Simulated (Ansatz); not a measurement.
Relaxation of ClH₇O₆W (15 atoms, charge 0, multiplicity 1), to a largest force component of 0.03 eV/Å in at most 50 steps.

Theory: RKS PBE/def2-SVP in Ansatz 0.2.0.

```xyz
15
Properties=species:S:1:pos:R:3
W 0.334 0.334 -0.131
Cl -0.485 -0.285 3.336
O 2.177 -0.363 -0.353
H 2.236 -0.853 -1.198
O -0.025 2.018 -0.995
H -0.924 2.358 -1.157
O -1.411 0.604 0.619
H -1.678 -0.053 1.300
O -0.101 -1.443 0.513
H 0.699 -2.008 0.492
O 0.167 -0.386 -1.938
H 0.212 0.310 -2.622
O 1.324 1.233 1.267
H 2.291 1.090 1.240
H 0.173 0.857 3.105
```

Problem. Where does it end, and by what steps?

Solution. It converged. After 47 steps the energy has fallen by 0.685 eV; H6 moved furthest, 1.79 Å. Parted: Cl2–H15 (1.34 → 1.85 Å). Joined: O13–H15 (2.20 → 1.05 Å).

```csv
step,energy less start (eV),largest force component (eV/Å),accepted
0,0.0000,0.824,yes
2,-0.1636,1.199,yes
4,-0.3069,0.220,yes
6,-0.3537,0.736,yes
8,-0.4076,0.226,yes
10,-0.4421,0.303,yes
12,-0.4762,0.475,yes
14,-0.4935,0.284,yes
16,-0.5004,0.067,yes
18,-0.5029,0.056,yes
20,-0.5049,0.115,yes
22,-0.5073,0.350,yes
24,-0.5094,1.047,yes
26,-0.5721,0.831,yes
28,-0.6093,0.353,yes
30,-0.6275,0.080,yes
32,-0.6300,0.059,yes
34,-0.6334,0.105,yes
36,-0.6382,0.128,yes
38,-0.6473,0.278,yes
40,-0.6483,0.579,no
42,-0.6763,0.332,yes
44,-0.6812,0.147,yes
46,-0.6844,0.068,yes
47,-0.6847,0.020,yes
```

```xyz
15
Properties=species:S:1:pos:R:3
W 0.083 -0.037 -0.367
Cl -1.168 0.641 3.350
O 2.044 -0.294 -0.638
H 2.446 0.456 -1.118
O 0.380 1.745 -1.027
H 0.718 2.459 -0.454
O -1.396 0.198 0.646
H -1.493 0.358 1.803
O 0.391 -1.752 0.407
H 1.293 -2.112 0.276
O -0.636 -0.546 -2.024
H -0.773 0.006 -2.815
O 0.964 0.926 1.455
H 1.805 0.490 1.693
H 0.332 0.874 2.290
```

Whether the end is a true minimum wasn't checked by a vibrational analysis.

Run time: 92 s on 4 threads of Intel(R) Xeon(R) 6975P-C (Granite Rapids), on a shared host, peak memory 0.29 GiB.
